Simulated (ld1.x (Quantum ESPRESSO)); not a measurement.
**Configuration tests for titanium (Ti) (PAW)**

ld1.x (Quantum ESPRESSO) 7.5 input, shortened:

```
&input
   title='Ti', zed=22., rel=1, dft='PZ', iswitch=3,
   config='[Ar] 3d2 4s1 4p0'
 /
 &inputp
   pseudotype=3, lpaw=.true., tm=.true., lloc=-1, rcloc=2.50,
   nlcc=.true., new_core_ps=.true., rcore=2.35,
   which_augfun='PSQ', rmatch_augfun_nc=.true.
 /
6
4S  1  0   1.00   0.00  2.40  2.95  0.0
4S  1  0   0.00   2.05  2.40  2.95  0.0
3P  2  1   6.00   0.00  1.70  2.25  0.0
4P  3  1   0.00   0.00  1.70  2.25  0.0
3D  3  2   2.00   0.00  2.40  2.60  0.0
3D  3  2   0.00   2.35  2.40  2.60  0.0
 &test
   configts(1)='3p6 3d2 4s1 4p0'
 /
```

Energies are relative to the spin-unpolarised reference configuration 3p6 3d2 4s1 4p0; without spin polarisation the order of configurations can differ from experiment. Spin-polarised rows fill each open shell by Hund’s rule, majority spin first. Not all tests gave a result: 2 of 9 tests not solved or not reliable. Left out of the table: 3p6 3d2 4s0 4p0 (solver errors, printed error -31.4 eV); 3p6 3d3 4s1 4p0 (solver errors, printed error -1006 eV).

```
           valence configuration  charge  ΔE all-electron (eV)  error AE − PS (meV)
                 3p6 3d2 4s2 4p0       0                -7.536                 -0.5
                 3p6 3d1 4s0 4p0      +3                40.990                  -77
             3p6 3d2.5 4s1.5 4p0       0                -7.212                 -2.9
3p6 3d2 4s1 4p0 (spin-polarised)      +1                -1.244                 -0.2
3p6 3d2 4s2 4p0 (spin-polarised)       0                -8.206                 -0.2
```

(1) What are ΔE and the potential's error for 3p6 3d2 4s1.5 4p0?

(2) What are ΔE and the potential's error for 3p6 3d1 4s2 4p0?

Levels in the configuration 3p6 3d2 4s1.5 4p0:

| level | all-electron (eV) | pseudo (eV) |
| --- | --- | --- |
| 3p | -42.288 | -42.287 |
| 3d | -7.887 | -7.885 |
| 4s | -7.504 | -7.503 |

Answers

(1) ΔE = -4.519 eV all-electron; the error (AE − PS) is 0.0 meV.

(2) ΔE = 2.444 eV all-electron; the error (AE − PS) is +3.9 meV.
